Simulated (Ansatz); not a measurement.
Cs2H2, relaxed as a singlet with RKS PBE0-D4/def2-TZVP in Ansatz, starting from the GFN1-xTB geometry. Force threshold 0.02 eV/Å.

In the def2 sets Cs takes a core potential; there is no spin–orbit coupling. The structure comes from a short search, and lower isomers may exist.

Start:

```xyz
4

Cs    0.940   -1.471   -3.427
Cs   -1.078    0.402    1.488
H    -0.841   -0.850   -1.020
H     0.979    1.919    2.959
```

Problem. Estimate the energy that the relaxation releases and the steps that it takes.

Solution. 1.17 eV, in 16 steps; 11 s on 4 threads of Arm Neoverse V2 on a shared host. No frequencies were taken in this run, so the end may be a saddle point.

Problem. Does the start keep its bonding?

Solution. Bonds formed: Cs1–H4 (atoms count from 1). Metal–metal contacts that move far: Cs1–Cs2 5.63 to 4.24 Å. The end is the same structure that another start reached, the lowest one found.

Problem. Predict the relaxed structure.

Solution. 
```xyz
4

Cs    1.348   -0.357   -1.596
Cs   -1.350    0.357    1.597
H    -1.223   -0.882   -0.833
H     1.225    0.882    0.832
```
Bond lengths (bridged metal pairs left out): 4 × Cs–H 2.73 to 2.74 Å.
